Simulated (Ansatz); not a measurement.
Other settings, tried on B6As6, a cluster cut from wurtzite BAs (bare).

```yaml
crystal:
  periodic: [false, false, false]
  atoms:
    - {symbol: B, position_ang: [-0.007928, -1.009687, -1.356890]}
    - {symbol: As, position_ang: [-2.017572, -1.146977, -1.281125]}
    - {symbol: As, position_ang: [0.006189, -1.126485, 2.490260]}
    - {symbol: B, position_ang: [-0.907002, -0.570758, 0.414742]}
    - {symbol: B, position_ang: [-0.881189, 0.532829, -1.311756]}
    - {symbol: As, position_ang: [-1.689314, 0.569800, 1.880425]}
    - {symbol: As, position_ang: [2.001766, -1.155973, -1.298958]}
    - {symbol: B, position_ang: [0.909104, -0.573740, 0.405755]}
    - {symbol: B, position_ang: [0.872743, 0.528994, -1.320778]}
    - {symbol: As, position_ang: [0.000827, 2.341960, -1.092069]}
    - {symbol: As, position_ang: [1.707387, 0.560171, 1.866340]}
    - {symbol: B, position_ang: [0.004999, 1.049856, 0.604065]}
basis:
  gaussian: {orbitals: ANO-RCC-VTZP, fitting: {mean_field: def2-universal-jkfit}, point_charges: [{charge: 2.00, position_ang: [6.977, -0.393, 0.391]}]}
magnetization: {spin_polarized: true, initial_magnetization: 2}
hamiltonian: {xc: {name: r2SCAN0}, dispersion: d3bjatm}
scf: {omitted_lower_state_checks: [starts]}
output: {forces: true}
```

```sh
$ ansatz run in.yaml --threads 2 --pin off --events-out ev --progress --plain --max-ram 32768MiB --backend cuda --devices 0, --max-vram 18GiB
```

Shortened log:

```
Functional definition: r2SCAN0
2046 factors; integrals over basis functions are off by at most 9.0e-1 eV
mean field evaluation 1: about -373143.9083 eV, gradient 6.6e1 eV
mean field evaluation 2: about -372916.2069 eV, gradient 1.9e2 eV
mean field evaluation 4: about -373157.0115 eV, gradient 3.8e1 eV
mean field evaluation 8: about -373166.2241 eV, gradient 5.8e-1 eV
mean field evaluation 16: about -373166.2389 eV, gradient 1.1e-1 eV
mean field evaluation 32: about -373166.2458 eV, gradient 2.7e-3 eV
mean field -373166.24580576 eV, -13713.6065921956 hartree, gradient 6.6e-6 eV, S^2 2.027293; 0 other end points of the search recorded, 0 dependent functions left out
reference -373166.24584110 eV, -13713.6065934942 hartree; 115, 113 occupied and 323, 325 virtual orbitals, 2046 factors
Total energy: -373166.64187112 eV, -13713.6211473290 hartree
Relativity: scalar
Atom 0 at    -0.007928    -1.009687    -1.356890 Å, force    -0.228270     0.255610     0.558449 eV/Å
Atom 1 at    -2.017572    -1.146977    -1.281125 Å, force     0.595713     0.202486     0.284334 eV/Å
Atom 2 at     0.006189    -1.126485     2.490260 Å, force     0.658303    -0.680478    -0.337141 eV/Å
Atom 3 at    -0.907002    -0.570758     0.414742 Å, force     0.959279     0.273122    -1.004249 eV/Å
Atom 4 at    -0.881189     0.532829    -1.311756 Å, force     0.044049     0.126788    -0.128761 eV/Å
Atom 5 at    -1.689314     0.569800     1.880425 Å, force     0.974051     0.331965    -0.038509 eV/Å
Atom 6 at     2.001766    -1.155973    -1.298958 Å, force    -0.053959     0.263586     0.699928 eV/Å
Atom 7 at     0.909104    -0.573740     0.405755 Å, force    -1.105665    -0.840274     0.338215 eV/Å
Atom 8 at     0.872743     0.528994    -1.320778 Å, force    -0.508151     0.172609    -0.144452 eV/Å
Atom 9 at     0.000827     2.341960    -1.092069 Å, force     0.127782    -0.737561     0.452400 eV/Å
Atom 10 at     1.707387     0.560171     1.866340 Å, force    -0.266418     0.447516     0.356317 eV/Å
Atom 11 at     0.004999     1.049856     0.604065 Å, force    -0.434119     0.196862    -1.001790 eV/Å
Dipole moment:    -2.403484     0.131789     0.186592 e Å
Checks for a lower state left out: starts
```

Hardware: 2 threads of AMD EPYC 7R13 on a shared host and a share (18 GiB) of an NVIDIA H100 80GB HBM3. Wall time 33 s, peak host memory 2.4 GiB.

DK, ANO-RCC and x2c sets are all-electron and run with scalar relativity unless a key says otherwise.
